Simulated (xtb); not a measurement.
F5Si2 (SMILES F[Si](F)[Si](F)(F)F), doublet, at a GFN2-xTB geometry; xtb with GFN2-xTB.

xtb was given this input:
```
$ xtb mol.xyz --gfn 2 --uhf 1 --etemp 3000 --json

# file mol.xyz
7

F      1.92071283    -1.45494009    -0.00159091
Si     1.29120465    -0.04621676    -0.45500175
F      2.17893296     0.90363565     0.49161443
Si    -0.89795116     0.08724035     0.05293148
F     -1.64658750    -0.12127352     1.44202576
F     -1.39908948     1.52197224    -0.39869112
F     -1.66569646    -0.91320875    -0.90791551
```

What the program printed (banner, timings and long lists left out):

```
   ID    Z sym.   atoms
    1    9 F      1, 3, 5-7
    2   14 Si     2, 4

           -------------------------------------------------
          |                Calculation Setup                |
           -------------------------------------------------

           -------------------------------------------------
          |                 G F N 2 - x T B                 |
           -------------------------------------------------

          ...................................................
          :                      SETUP                      :
          :.................................................:
          :  # basis functions                  40          :
          :  # atomic orbitals                  38          :
          :  # shells                           16          :
          :  # electrons                        43          :
          :  max. iterations                   250          :
          :  Hamiltonian                  GFN2-xTB          :
          :  restarted?                      false          :
          :  GBSA solvation                  false          :
          :  PC potential                    false          :
          :  electronic temp.         3000.0000000     K    :
          :  accuracy                    1.0000000          :
          :  -> integral cutoff          0.2500000E+02      :
          :  -> integral neglect         0.1000000E-07      :
          :  -> SCF convergence          0.1000000E-05 Eh   :
          :  -> wf. convergence          0.1000000E-03 e    :
          :  Broyden damping             0.4000000          :
          :  net charge                          0          :
          :  unpaired electrons                  1          :
          ...................................................

 iter      E             dE          RMSdq      gap      omega  full diag
   1    -27.4098149 -0.274098E+02  0.877E+00    3.00       0.0  T
   2    -27.4458161 -0.360013E-01  0.566E+00    2.93       1.0  T
   3    -27.4399568  0.585934E-02  0.200E+00    3.16       1.0  T
   4    -27.4488910 -0.893422E-02  0.135E+00    3.04       1.0  T
   5    -27.4550546 -0.616359E-02  0.530E-01    3.11       1.0  T
   6    -27.4551546 -0.999549E-04  0.108E-01    3.10       1.0  T
   7    -27.4551493  0.523230E-05  0.714E-02    3.10       1.0  T
   8    -27.4551588 -0.946220E-05  0.354E-02    3.10       1.1  T
   9    -27.4551613 -0.245771E-05  0.166E-02    3.10       2.3  T
[...]
         :: total energy             -27.378811866867 Eh    ::
[...]
                  HL-Gap            0.1139770 Eh            3.1015 eV
             Fermi-level           -0.3657650 Eh           -9.9530 eV

     #   Z          covCN         q      C6AA      α(0)
     1   9 F        0.705    -0.237    11.639     4.028
     2  14 Si       2.368     0.547   174.547    28.706
     3   9 F        0.705    -0.237    11.639     4.028
     4  14 Si       3.074     0.633   155.698    26.998
     5   9 F        0.705    -0.206    11.306     3.970
     6   9 F        0.705    -0.250    11.774     4.052
     7   9 F        0.705    -0.250    11.774     4.052

 Mol. C6AA /au·bohr⁶  :       1700.590588
 Mol. C8AA /au·bohr⁸  :      78414.942532
 Mol. α(0) /au        :         75.833637

Wiberg/Mayer (AO) data.
largest (>0.10) Wiberg bond orders for each atom

 ---------------------------------------------------------------------------
     #   Z sym  total        # sym  WBO       # sym  WBO       # sym  WBO
 ---------------------------------------------------------------------------
     1   9 F    1.249 --     2 Si   1.173
     2  14 Si   3.305 --     3 F    1.173     1 F    1.173     4 Si   0.877
     3   9 F    1.249 --     2 Si   1.173
     4  14 Si   4.337 --     5 F    1.155     7 F    1.120     6 F    1.120
                             2 Si   0.877
     5   9 F    1.282 --     4 Si   1.155
     6   9 F    1.217 --     4 Si   1.120
     7   9 F    1.217 --     4 Si   1.120
 ---------------------------------------------------------------------------

Topologies differ in total number of bonds
Writing topology from bond orders to xtbtopo.mol

molecular dipole:
                 x           y           z       tot (Debye)
 q only:        0.511       0.063      -0.571
   full:        0.327       0.039      -0.356       1.234
molecular quadrupole (traceless):
                xx          xy          yy          xz          yz          zz
 q only:       -4.541       1.203      -0.045      -3.395      -0.595       4.585
  q+dip:       -5.381       1.278       0.068      -3.268      -0.742       5.313
   full:       -4.926       1.209       0.477      -2.938      -0.503       4.449

           -------------------------------------------------
          | TOTAL ENERGY              -27.378811866867 Eh   |
          | GRADIENT NORM               0.000154876704 Eh/α |
          | HOMO-LUMO GAP               3.101471834017 eV   |
           -------------------------------------------------

normal termination of xtb
```
